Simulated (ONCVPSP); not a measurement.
**What the settings do to the ONCV potential of phosphorus (P)**

Base potential:

- Element: P
- Generator: ONCVPSP 4.0.1
- Type: optimised norm-conserving Vanderbilt (ONCV)
- Functional: PBE
- Relativity: scalar-relativistic
- Frozen core: [Ne]
- Valence charge: 5
- Reference configuration: 3s1.5 3p3.5
- Partial waves: 3s: rc 1.35 bohr, ncon 4, nbas 8, qcut 5.2 1/bohr, 2 projectors, debl 3.9 Ha; 3p: rc 1.80 bohr, ncon 3, nbas 6, qcut 4.2 1/bohr, 3 projectors, debl 2.7 Ha
- Local potential: polynomial inside 1.00 bohr (lpopt 5, dvloc0 6 Ha)
- Core correction: Teter function, fcfact 5.5, rcfact 1.3

All-electron outer shells of the reference configuration (PBE, scalar-relativistic, ld1.x):

| shell | level (eV) | outermost node (bohr) | outermost maximum (bohr) |
| --- | --- | --- | --- |
| 2s | -174.77 | 0.14 | 0.42 |
| 2p | -125.27 | – | 0.36 |
| 3s | -14.33 | 0.65 | 1.58 |
| 3p | -5.80 | 0.64 | 1.83 |

Cutoffs, loose and tight: the cutoffs (Ha) at which the residual kinetic energy of the hardest occupied pseudo-wave falls to 1 and 0.1 mHa per electron. They do not see the model core or the augmentation charge, which bear on the density cutoff. Test errors are all-electron minus pseudo excitation energies from the reference, over the configurations 3s2 3p3; 3s2 3p2; 3s2 3p1; 3s1 3p3. A dash means not determined; rows that change the core or the reference have their own tests.

A true bound ghost makes a file unfit for plane-wave use even where its test errors are small: the radial tests pick states by their node count and pass the ghost by.

| change | outcome | cutoff, loose | cutoff, tight | bound ghosts | GHOST(+) flags above zero | largest test error (meV) |
| --- | --- | --- | --- | --- | --- | --- |
| base | generated | 10 Ha | 34 Ha | none | s | +9.3 |
| core correction Teter function, fcfact 5.5, rcfact 1.44 | generated | 10 Ha | 34 Ha | none | s | +14 |
| p: debl 0.35 | generated | 10 Ha | 34 Ha | p | s | +9.4 |
| p: nproj 2 | generated | 10 Ha | 34 Ha | none | s | +9.5 |
| s: nproj 0; local potential the s channel | generated | 10 Ha | 34 Ha | none | none | +12 |
| core correction Teter function, fcfact 7.9, rcfact 1.3 | generated | 10 Ha | 34 Ha | none | s | +14 |
| s: qcut 5.7 | generated | 10 Ha | 36 Ha | none | s | +9.3 |

**Question.** What comes out with this change to the base: s: ncon 5, nbas 9?

**Answer.** outcome: generated; cutoff, loose: 36 Ha; cutoff, tight: 115 Ha; bound ghosts: s; GHOST(+) flags above zero: none; largest test error (meV): +8.6.

**Question.** What comes out with this change to the base: p: rc 2.7?

**Answer.** outcome: generated; cutoff, loose: 10 Ha; cutoff, tight: 34 Ha; bound ghosts: none; GHOST(+) flags above zero: s; largest test error (meV): -8.0.

**Question.** What comes out with this change to the base: s: rc 1.66?

**Answer.** outcome: generated; cutoff, loose: 10 Ha; cutoff, tight: 13 Ha; bound ghosts: none; GHOST(+) flags above zero: none; largest test error (meV): +9.0.
